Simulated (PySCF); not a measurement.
B3LYP has the VWN-RPA correlation part, as in Gaussian. 

Cartesian coordinates (Å):
```xyz
8

N      2.1018     0.0645    -0.1913
C      0.9162    -0.2137    -0.0316
C     -0.3524    -0.5305     0.0420
N     -1.4361     0.3952     0.0528
H      2.6035     0.3139     0.6647
H     -0.6088    -1.5695     0.2061
H     -2.1038     0.1903    -0.6821
H     -1.1204     1.3498    -0.0606
```
Charge 0, spin multiplicity 1.

Give the total energy, dipole moment, HOMO, HOMO–LUMO gap and LUMO at the level B3LYP-D3(BJ)/def2-TZVP (PySCF 2.14.0).


```json
{
  "total_energy": "-188.1454 Ha",
  "dipole_moment": "0.97 D",
  "HOMO": "-5.62 eV",
  "HOMO–LUMO gap": "4.95 eV",
  "LUMO": "-0.67 eV"
}
```
